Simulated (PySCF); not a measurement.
## Magnetic susceptibility: `OC[C@H](Br)CF`, C$_{3}$H$_{6}$BrFO

Geometry (Å), atoms numbered from 1 in this order:
```xyz
12

O     1.5733   -0.9014    0.6778
C     0.8689   -0.3944   -0.4153
C    -0.2395    0.5795   -0.0065
Br    0.5511    2.0844    0.9682
C    -1.2664   -0.0785    0.9028
F    -2.0297   -0.9396    0.1599
H     2.0488   -0.1794    1.1119
H     1.5401    0.0951   -1.1351
H     0.4011   -1.2552   -0.9027
H    -0.7261    1.0017   -0.8879
H    -1.9479    0.6541    1.3470
H    -0.7724   -0.6671    1.6833
```

The calculation used PySCF 2.14.0, GIAO CAM-B3LYP/pcSseg-1 magnetisability, rotational g tensor and spin-rotation constants, non-relativistic, gas phase. Geometry: GFN2-xTB.

The calculation is non-relativistic, which matters for the atoms heavier than Zn.

Task: How diamagnetic is it, and how anisotropic?

Result: Isotropic -1270 × 10⁻³⁰ J/T², or -76.5 × 10⁻⁶ cm³/mol; principal values -1376, -1231, -1203 × 10⁻³⁰ J/T², anisotropy 160 × 10⁻³⁰ J/T² (root of half the summed squared differences of the principal values). The susceptibility is in cgs units.

Task: Split it along the inertial axes a, b, c into diamagnetic and paramagnetic parts about the centre of mass, with the quadrupole moment.

Result: 
| axis | χ (10⁻⁶ cm³/mol) | diamagnetic (10⁻⁶ cm³/mol) | paramagnetic (10⁻⁶ cm³/mol) | summed x² of all electrons (Å²) | quadrupole Θ (D Å) |
| --- | --- | --- | --- | --- | --- |
| a | -81.3 | -470.3 | 389.0 | 168.0 | -5.93 |
| b | -73.0 | -823.9 | 750.9 | 84.6 | +0.17 |
| c | -75.1 | -1071.8 | 996.6 | 26.2 | +5.76 |

Anisotropies 2χaa − χbb − χcc = -14.6 and 2χbb − χaa − χcc = +10.5 × 10⁻⁶ cm³/mol. Θ is traceless in Buckingham's convention.

Task: And the rotational g tensor?

Result: 
```csv
axis,rotational constant (GHz),g,nuclear part,electronic part
a,3.1315,-0.0061,0.5662,-0.5723
b,1.4324,-0.0108,0.4944,-0.5053
c,1.0876,-0.0088,0.5004,-0.5092
```
Asymmetric top; isotopes 79Br, 12C, 19F, 1H, 16O; no vibrational averaging.
